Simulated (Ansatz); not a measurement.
Program: Ansatz 0.2.0.

Basis-set series for FH2ISSi (`F[SiH](S)I`). Total charge 0; spin multiplicity 1. I: def2 effective core potential. The geometry is a stationary point of PBE0-D4/def2-TZVP. It is one conformer, not always the lowest.

```
functional       basis  functions  energy (Eh)  HOMO (eV)  LUMO (eV)
   PBE0-D4    def2-SVP         86  -1085.92267      -7.77      -0.77
   PBE0-D4  def2-TZVPP        193  -1086.30931      -7.82      -0.98
   ωB97M-V    def2-SVP         86  -1086.17419      -9.86       1.26
   ωB97M-V  def2-TZVPP        193  -1086.56291      -9.93       0.93
```

Problem. Give the rows for def2-QZVPP. (An estimate is asked.)

Solution. The calculation gave: 
```tsv
functional	basis	functions	energy (Eh)	HOMO (eV)	LUMO (eV)
PBE0-D4	def2-QZVPP	339	-1086.33821	-7.84	-1.06
ωB97M-V	def2-QZVPP	339	-1086.59015	-9.96	0.75
```

Positive LUMOs are unbound and depend on the basis.
